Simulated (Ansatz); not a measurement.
The cluster Al4P3. The state is a doublet with charge 0. Geometry B3LYP-D4/def2-SVP; atoms count from 1.

```tsv
atom	x (Å)	y (Å)	z (Å)
Al1	1.673	-0.908	-0.690
Al2	-1.706	2.220	1.840
Al3	-0.867	-0.152	-1.572
Al4	-0.012	0.048	1.444
P5	0.808	-0.966	-2.746
P6	-2.007	0.383	0.269
P7	2.111	-0.626	1.455
```

The structure comes from a short search, and lower isomers may exist.

(1) Estimate the Mulliken populations from the PBE0/def2-TZVP orbitals of Ansatz.

(2) Where does the spin sit?

(3) And the Mayer bond orders between heavy atoms (over 0.3)?

Results:

(1) 
| atom | charge (e) | spin (α − β) |
| --- | --- | --- |
| Al1 | 0.20 | 0.15 |
| Al2 | 0.17 | 0.27 |
| Al3 | 0.21 | 0.23 |
| Al4 | 0.14 | 0.40 |
| P5 | -0.21 | -0.02 |
| P6 | -0.27 | 0.00 |
| P7 | -0.23 | -0.02 |
Mulliken values depend strongly on the basis.

(2) Summed by element: Al 1.05, P -0.05, of 1 unpaired in all. Largest on single atoms: Al4 0.40, Al2 0.27, Al3 0.23.

(3) Al1–Al3 0.33 (2.79 Å); Al1–Al4 0.33 (2.88 Å); Al1–P5 1.36 (2.23 Å); Al1–P7 1.45 (2.21 Å); Al2–Al4 0.47 (2.78 Å); Al2–P6 0.82 (2.44 Å); Al3–P5 1.53 (2.20 Å); Al3–P6 1.23 (2.23 Å); Al4–P6 0.97 (2.34 Å); Al4–P7 1.44 (2.23 Å).
